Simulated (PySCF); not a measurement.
A structure optimised at B3LYP-D3(BJ)/def2-SVP, used in a PySCF frequency run:

```
C
C 1 1.5153
H 2 1.0984 1 110.01
H 2 1.0995 3 109.43 1 120.13
H 2 1.0995 3 109.43 4 119.73
Cl 1 1.7884 2 110.29 3 180.00
Br 1 1.9716 2 109.75 3 59.76
Br 1 1.9716 2 109.75 3 -59.76
```

**Question.** Write its SMILES, formula and point group.

**Answer.** CC(Cl)(Br)Br, C₂H₃Br₂Cl, Cs

**Question.** What are its rotational constants (standard atomic weights)?

**Answer.** 1.8158, 1.0465, 0.81506 GHz
